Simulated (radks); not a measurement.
Values are calculated unless marked as measured or tabulated.
Lu+, 70 electrons, occupied as [Kr] 4d10 4f14 5s1 5p6 6s2 7s1 (not the ground configuration). Level of theory: scalar-relativistic Kohn-Sham, exchange-only B88, spin-polarised, spherical densities, point nucleus; open shells are filled with parallel spins first (spin-orbit coupling, left out, can overturn this in heavy ions) (a radial shooting solver on a logarithmic mesh with Libxc functionals).

Normalised radial functions P(r) = r R(r), r in bohr:

r            5p up  4f down
0.0009797   0.0014   0.0000
0.001596    0.0031   0.0000
0.0026      0.0070   0.0000
0.004269    0.0160   0.0000
0.006955    0.0351   0.0000
0.01133     0.0732   0.0001
0.01846     0.1382   0.0006
0.03007     0.2162   0.0032
0.04938     0.2252   0.0169
0.08044     0.0228   0.0736
0.131      -0.3039   0.2554
0.2135     -0.1602   0.6488
0.3505      0.4601   1.1041
0.5711      0.1327   1.1575
0.9303     -0.8431   0.7740
1.515      -0.8536   0.3412
2.489      -0.2588   0.0879
4.054      -0.0210   0.0104
6.604      -0.0002   0.0003
10.76      0.0000   0.0000
17.67      0.0000   0.0000

5p up: eigenvalue -49.276 eV, 3 radial nodes at r = 0.0832, 0.243, 0.609 bohr, <r> = 1.35 bohr, 90 % of the charge inside 1.97 bohr. 4f down: eigenvalue -27.955 eV, 0 radial nodes, <r> = 0.705 bohr, 90 % of the charge inside 1.20 bohr.
